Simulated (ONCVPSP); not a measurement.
**Scattering properties, ONCV potential for arsenic (As)**

As (Z = 33), optimised norm-conserving Vanderbilt (ONCV), made with ONCVPSP 4.0.1 (PBE, scalar-relativistic). Core [Ne], reference 3s2 3p6 3d10 4s2 4p3. Waves: 3s+4s: rc 1.22 bohr, ncon 4, nbas 8, qcut 11.8 1/bohr, 2 projectors; 3p+4p: rc 1.02 bohr, ncon 4, nbas 9, qcut 16.1 1/bohr, 2 projectors; 3d: rc 0.92 bohr, ncon 4, nbas 9, qcut 16 1/bohr, 1 projector. Local part: polynomial inside 0.92 bohr (lpopt 5, dvloc0 3 Ha). Core correction: none.

The phase is arctan(r·R′/R) of the radial function R(r), unwrapped; energies in Ha, scanned from -8 to 5 Ha. A pole is an energy at which the radial function vanishes at the test radius. The pseudo phase is shifted by a multiple of π to meet the all-electron one at the reference energy, and phase errors are pseudo minus all-electron; the curves can meet again beyond the range given. Levels narrower than the energy grid can be missing from the lists of poles.

Problem. For each channel, where are the poles, and over which energies does the pseudopotential scatter like the atom?

Solution.

```tsv
channel	radius (bohr)	reference energy (Ha)	poles, all-electron	poles, pseudo	unbroken range about the reference energy with phases within 0.05 rad	phase error 1 Ha above the reference energy (rad)
s	1.24	-0.53	-6.75	-6.75	the whole range	-0.000
p	1.04	-0.19	-3.86	-3.86	the whole range	+0.000
d	0.94	-1.49	0.32	0.42	below 2.5	+0.005
```

Phases in the p channel:

| E (Ha) | all-electron | pseudo |
| --- | --- | --- |
| -7.96 | 0.998 | 0.998 |
| -7.24 | 0.813 | 0.814 |
| -6.52 | 0.370 | 0.370 |
| -5.80 | -0.580 | -0.580 |
| -5.08 | -1.218 | -1.218 |
| -4.36 | -1.473 | -1.473 |
| -3.64 | -1.604 | -1.604 |
| -2.92 | -1.691 | -1.691 |
| -2.20 | -1.761 | -1.761 |
| -1.48 | -1.825 | -1.825 |
| -0.76 | -1.892 | -1.892 |
| -0.04 | -1.970 | -1.970 |
| 0.68 | -2.067 | -2.067 |
| 1.40 | -2.201 | -2.201 |
| 2.12 | -2.397 | -2.396 |
| 2.84 | -2.693 | -2.692 |
| 3.56 | -3.106 | -3.105 |
| 4.28 | -3.543 | -3.542 |
| 5.00 | -3.879 | -3.878 |
